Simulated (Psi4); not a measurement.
Psi4 input (wB97X-D/6-31G*):

```
memory 1500 MB

molecule {
-1 1
O     0.84597041   -0.68243539   -0.03783429
N     0.21645173    0.40634314   -0.02885563
O    -1.03536567    0.32688515    0.06308297
symmetry c1
no_reorient
no_com
}

set {
  basis 6-31G*
  reference rks
  scf_type pk
  dft_radial_points 99
  dft_spherical_points 590
  e_convergence 1e-8
  d_convergence 1e-7
  maxiter 150
}

e = energy('wb97x-d')
print_out(f'\nFINAL {e:.10f} DIPOLE {variable("CURRENT DIPOLE")[0]:.6f} {variable("CURRENT DIPOLE")[1]:.6f} {variable("CURRENT DIPOLE")[2]:.6f}\n')
```

Predict the final energy.

-205.05548 Eh.
